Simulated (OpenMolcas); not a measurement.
## How methods differ on C2H5InO (SMILES C[C](=O)[InH2])

C2H5InO has 9 atoms, charge 0, and is taken as a singlet. As SMILES, `C[C](=O)[InH2]`. The shape is that of a PBE0-D4/def2-TZVP optimisation.

```xyz
9

C     0.3444    1.1880   -0.8391
C     0.6070   -0.0871   -0.0962
O     1.7058   -0.5903   -0.0516
In   -0.8478   -1.3048    1.0388
H     1.2553    1.5655   -1.3098
H    -0.4272    1.0111   -1.5951
H    -0.0587    1.9316   -0.1443
H    -1.5998   -2.6447    0.2546
H    -0.9789   -1.0694    2.7426
```

Each level gives the vertical ionisation energy (to the doublet cation) (eV). The values are calculated.

```json
{"level": "HF/def2-SVP (core potential)", "kind": "Hartree–Fock", "program": "OpenMolcas", "value (eV)": "7.42", "CPU time (all runs)": "25 s"}
{"level": "SVWN5/def2-SVP (core potential)", "kind": "LDA", "program": "OpenMolcas", "value (eV)": "8.27", "CPU time (all runs)": "78 s"}
{"level": "BLYP/def2-SVP (core potential)", "kind": "GGA", "program": "OpenMolcas", "value (eV)": "7.94", "CPU time (all runs)": "2.1 min"}
{"level": "PBE/def2-SVP (core potential)", "kind": "GGA", "program": "OpenMolcas", "value (eV)": "8.07", "CPU time (all runs)": "2 min"}
{"level": "revPBE/def2-SVP (core potential)", "kind": "GGA", "program": "OpenMolcas", "value (eV)": "8.00", "CPU time (all runs)": "2 min"}
{"level": "BHLYP/def2-SVP (core potential)", "kind": "global hybrid", "program": "OpenMolcas", "value (eV)": "8.23", "CPU time (all runs)": "1.9 min"}
{"level": "M06-2X/def2-SVP (core potential)", "kind": "hybrid meta-GGA", "program": "OpenMolcas", "value (eV)": "8.29", "CPU time (all runs)": "2.8 min"}
{"level": "PBE0/def2-SVP (core potential)", "kind": "global hybrid", "program": "OpenMolcas", "value (eV)": "8.22", "CPU time (all runs)": "1.8 min"}
```

Spin-orbit coupling, which can split open shells on such heavy atoms by tenths of an eV, is left out. The values span 7.42 to 8.29 eV. Times are those of the runs behind each value, whatever else they computed, on shared processors of several kinds: orders of magnitude only.
